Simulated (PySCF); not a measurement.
SMILES [SiH2]([SiH2]N)F (H6FNSi2) (PBE0/def2-SVP optimised geometry):

```
10

Si    -1.258     0.385     0.000
F     -1.774    -0.379    -1.354
Si     1.100     0.385     0.000
N      1.849    -1.182     0.025
H     -1.814    -0.365     1.170
H     -1.849     1.759     0.000
H      1.540     1.143     1.214
H      1.563     1.099    -1.230
H      1.757    -1.757     0.856
H      1.786    -1.759    -0.808
```

Level of theory: PBE0/def2-TZVP in PySCF.

**Question.** What are the frontier orbital energies and the dipole moment?

**Answer.** HOMO-2 -9.52 eV, HOMO-1 -9.08 eV, HOMO -7.14 eV, LUMO -0.61 eV, LUMO+1 -0.09 eV; dipole moment 1.47 D.

On the same geometry PBE/def2-TZVP (PySCF) gives HOMO-2 -8.05 eV, HOMO-1 -7.64 eV, HOMO -5.87 eV, LUMO -1.46 eV, LUMO+1 -0.93 eV; dipole moment 1.48 D.

Meta-Löwdin charges at PBE0/def2-TZVP: Si1 0.66, F2 -0.52, Si3 0.49, N4 -0.73, H5 -0.10, H6 -0.10, H7 -0.09, H8 -0.09, H9 0.24, H10 0.24.
